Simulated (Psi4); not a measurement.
Sb$_{2}$, charge +1, doublet, at a GFN2-xTB geometry (a state made from the parent by changing its charge; the spin is typed, not shown lowest) (all electrons, no relativity); SVWN/STO-3G (Psi4 1.11).

The Psi4 input:
```
memory 2 GB

molecule {
1 2
  Sb   -0.00000000   -0.00000000   -1.34486088
  Sb    0.00000000    0.00000000    1.34486088
}

set basis sto-3g
set reference uks
set scf_type pk

energy('svwn')
print_variables()
```

Output, abridged:

```
   => Loading Basis Set <=

    Name: STO-3G
    Role: ORBITAL
    Keyword: BASIS

         ---------------------------------------------------------
                                   SCF
               by Justin Turney, Rob Parrish, Andy Simmonett
                          and Daniel G. A. Smith
                              UKS Reference
         ---------------------------------------------------------

  ==> Geometry <==

    Molecular point group: d2h
    Full point group: D_inf_h

    Geometry (in Angstrom), charge = 1, multiplicity = 2:

       Center              X                  Y                   Z               Mass
    ------------   -----------------  -----------------  -----------------  -----------------
         SB           0.000000000000     0.000000000000    -1.344860880000   120.903812000000
         SB           0.000000000000     0.000000000000     1.344860880000   120.903812000000

  Running in d2h symmetry.

  Rotational constants: A = ************  B =      0.03855  C =      0.03855 [cm^-1]
  Rotational constants: A = ************  B =   1155.55997  C =   1155.55997 [MHz]
  Nuclear repulsion =  511.722047024176447

  Charge       = 1
  Multiplicity = 2
  Electrons    = 101
  Nalpha       = 51
  Nbeta        = 50

  ==> Algorithm <==

  SCF Algorithm Type is PK.
  DIIS enabled.
  MOM disabled.
  Fractional occupation disabled.
  Guess Type is SAD.
  Energy threshold   = 1.00e-06
  Density threshold  = 1.00e-06
  Integral threshold = 1.00e-12

  ==> Primary Basis <==

  Basis Set: STO-3G
    Blend: STO-3G
    Number of shells: 22
    Number of basis functions: 54
    Number of Cartesian functions: 58
    Spherical Harmonics?: true
    Max angular momentum: 2

  ==> DFT Potential <==

   => LibXC <=

    Version 7.1.2
    S. Lehtola, C. Steigemann, M. J. T. Oliveira, and M. A. L. Marques,  SoftwareX 7, 1–5 (2018) (10.1016/j.softx.2017.11.002)

   => Composite Functional: SVWN <=

    Slater exchange
    Vosko, Wilk & Nusair (VWN5_RPA)
    P. A. M. Dirac,  Math. Proc. Cambridge Philos. Soc. 26, 376 (1930) (10.1017/S0305004100016108)
    F. Bloch,  Z. Phys. 57, 545 (1929) (10.1007/BF01340281)
    S. H. Vosko, L. Wilk, and M. Nusair,  Can. J. Phys. 58, 1200 (1980) (10.1139/p80-159)

    Deriv               =              1
    GGA                 =          FALSE
    Meta                =          FALSE

    Exchange Hybrid     =          FALSE
    MP2 Hybrid          =          FALSE

   => Exchange Functionals <=

    1.0000         XC_LDA_X

   => Correlation Functionals <=

    1.0000   XC_LDA_C_VWN_RPA

   => LibXC Density Thresholds  <==

    XC_LDA_C_VWN_RPA:  1.00E-15
    XC_LDA_X:  1.00E-15

   => Molecular Quadrature <=

    Radial Scheme          =       TREUTLER
    Pruning Scheme         =           NONE
    Nuclear Scheme         =       TREUTLER

    Blocking Scheme        =         OCTREE
    BS radius alpha        =              1
    Pruning alpha          =              1
    Radial Points          =             75
    Spherical Points       =            302
    Total Points           =          36926
    Total Blocks           =            350
    Max Points             =            252
    Max Functions          =             40
    Weights Tolerance      =       1.00E-15

  ==> Integral Setup <==

  Using in-core PK algorithm.
   Calculation information:
      Number of atoms:                   2
      Number of AO shells:              22
      Number of primitives:             66
      Number of atomic orbitals:        58
      Number of basis functions:        54

      Integral cutoff                 1.00e-12
      Number of threads:                 1

  Performing in-core PK
  Using 2206710 doubles for integral storage.
  We computed 19279 shell quartets total.
  Whereas there are 32131 unique shell quartets.

  ==> DiskJK: Disk-Based J/K Matrices <==

    J tasked:                  Yes
    K tasked:                   No
    wK tasked:                  No
[...]
   @UKS iter  89: -12497.05685963888027   -1.26958e-07   7.39377e-05 DIIS
    Occupation by irrep:
             Ag   B1g   B2g   B3g    Au   B1u   B2u   B3u
    DOCC [    13,    2,    5,    5,    2,   12,    5,    6 ]
    SOCC [     0,    0,    0,    0,    0,    0,    1,    0 ]
    NA   [    13,    2,    5,    5,    2,   12,    6,    6 ]
    NB   [    13,    2,    5,    5,    2,   12,    5,    6 ]

   @UKS iter  90: -12497.05685930270920    3.36171e-07   8.68953e-05 DIIS
    Occupation by irrep:
             Ag   B1g   B2g   B3g    Au   B1u   B2u   B3u
    DOCC [    13,    2,    5,    5,    2,   12,    6,    5 ]
    SOCC [     0,    0,    0,    0,    0,    0,    0,    1 ]
    NA   [    13,    2,    5,    5,    2,   12,    6,    6 ]
    NB   [    13,    2,    5,    5,    2,   12,    6,    5 ]

   @UKS iter  91: -12497.05685961731979   -3.14611e-07   7.48360e-05 DIIS
   @UKS iter  92: -12497.05685924914360    3.68176e-07   8.87853e-05 DIIS
   @UKS iter  93: -12497.05685718384666    2.06530e-06   1.43826e-04 DIIS/ADIIS
   @UKS iter  94: -12497.05685907493171   -1.89109e-06   9.46722e-05 DIIS
    Occupation by irrep:
             Ag   B1g   B2g   B3g    Au   B1u   B2u   B3u
    DOCC [    13,    2,    5,    5,    2,   12,    5,    6 ]
    SOCC [     0,    0,    0,    0,    0,    0,    1,    0 ]
    NA   [    13,    2,    5,    5,    2,   12,    6,    6 ]
    NB   [    13,    2,    5,    5,    2,   12,    5,    6 ]

   @UKS iter  95: -12497.05685896453906    1.10393e-07   9.82199e-05 DIIS
   @UKS iter  96: -12497.05685809760143    8.66938e-07   1.22562e-04 DIIS/ADIIS
   @UKS iter  97: -12497.05685841451668   -3.16915e-07   1.14266e-04 DIIS/ADIIS
   @UKS iter  98: -12497.05685747749339    9.37023e-07   1.37352e-04 DIIS/ADIIS
    Occupation by irrep:
             Ag   B1g   B2g   B3g    Au   B1u   B2u   B3u
    DOCC [    13,    2,    5,    5,    2,   12,    6,    5 ]
    SOCC [     0,    0,    0,    0,    0,    0,    0,    1 ]
    NA   [    13,    2,    5,    5,    2,   12,    6,    6 ]
    NB   [    13,    2,    5,    5,    2,   12,    6,    5 ]

   @UKS iter  99: -12497.05685867835382   -1.20086e-06   1.06870e-04 DIIS/ADIIS
    Occupation by irrep:
             Ag   B1g   B2g   B3g    Au   B1u   B2u   B3u
    DOCC [    13,    2,    5,    5,    2,   12,    5,    6 ]
    SOCC [     0,    0,    0,    0,    0,    0,    1,    0 ]
    NA   [    13,    2,    5,    5,    2,   12,    6,    6 ]
    NB   [    13,    2,    5,    5,    2,   12,    5,    6 ]

   @UKS iter 100: -12497.05685962496682   -9.46613e-07   7.45189e-05 DIIS

PsiException: Could not converge SCF iterations in 100 iterations.

  Failed to converge.

Traceback (most recent call last):
  File "psi4", line 375, in <module>
  File "<string>", line 24, in <module>
  File "site-packages/psi4/driver/driver.py", line 533, in energy
  File "site-packages/psi4/driver/procrouting/proc.py", line 2760, in run_scf
  File "site-packages/psi4/driver/procrouting/proc.py", line 2047, in scf_helper
  File "site-packages/psi4/driver/procrouting/scf_proc/scf_iterator.py", line 93, in scf_compute_energy
  File "site-packages/psi4/driver/procrouting/scf_proc/scf_iterator.py", line 86, in scf_compute_energy
  File "site-packages/psi4/driver/procrouting/scf_proc/scf_iterator.py", line 609, in scf_iterate

psi4.driver.p4util.exceptions.SCFConvergenceError: Could not converge SCF iterations in 100 iterations.

Printing out the relevant lines from the Psithon --> Python processed input file:
    """)
    core.IO.set_default_namespace("")
    core.set_global_option("BASIS", "sto-3g")
    core.set_global_option("REFERENCE", "uks")
    core.set_global_option("SCF_TYPE", "pk")
--> energy('svwn')
    print_variables()

!-------------------------------------------------------!
!                                                       !
!  Could not converge SCF iterations in 100 iterations. !
!                                                       !
!-------------------------------------------------------!
```

Convergence was not reached.
